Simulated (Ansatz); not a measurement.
C3H7BO can be A, `CB(C)C=O`, or B, `B/C=C(\C)O`.

Gas-phase electronic energies from Ansatz, PBE0-D4/def2-TZVP geometries. CCSD(T)/CBS adds triple-zeta CCSD(T) − MP2 to the extrapolated MP2 energy (def2 sets, frozen cores). Functionals use def2-TZVPP. B3LYP here is the variant with VWN-RPA as its local correlation; programs differ in this. One conformer a species, not always the lowest.

A:

Z-matrix (Å, degrees):
```
C
B 1 1.559
H 1 1.093 2 112.5
H 1 1.100 2 107.3 3 -115.5
H 1 1.092 2 114.2 3 126.0
C 2 1.559 1 124.2 3 -139.6
C 2 1.584 1 118.2 3 37.9
H 6 1.093 2 114.5 1 -146.6
H 6 1.092 2 114.1 1 -18.7
H 6 1.101 2 105.1 1 98.1
O 7 1.213 2 120.4 1 -86.1
H 7 1.121 2 120.8 1 95.1
```

B:

Z-matrix (Å, degrees):
```
C
C 1 1.488
H 1 1.095 2 110.0
H 1 1.095 2 110.0 3 118.5
H 1 1.086 2 111.4 3 -120.8
C 2 1.355 1 126.9 3 121.1
O 2 1.345 1 114.7 3 -59.0
B 6 1.506 2 124.9 1 -0.1
H 6 1.088 2 114.2 1 179.9
H 7 0.962 2 110.2 1 0.1
H 8 1.198 6 120.3 2 179.9
H 8 1.200 6 122.0 2 -0.1
```

Q: Which isomer does CCSD(T)/CBS put lower? Give the gap. (Best estimate.)

A: Ansatz gave: A, by 38.0 kJ/mol.

Q: Give E(B) − E(A) in kJ/mol with r2SCAN-D4, B2PLYP, CCSD/def2-TZVPP, PBE0-D4, B3LYP-D4, HF/def2-TZVPP, B3LYP. (Best estimate.)

A: The calculation gave: r2SCAN-D4 34.7, B2PLYP 39.2, CCSD/def2-TZVPP 42.9, PBE0-D4 34.7, B3LYP-D4 37.5, HF/def2-TZVPP 44.0, B3LYP 39.2. None reverses the order clearly.

Largest T1 diagnostic: 0.014.

In def2-TZVPP, CCSD(T) changes the Hartree–Fock value by −4.1 kJ/mol (the triples alone add −3.1 kJ/mol) and MP2 by −7.9 kJ/mol.
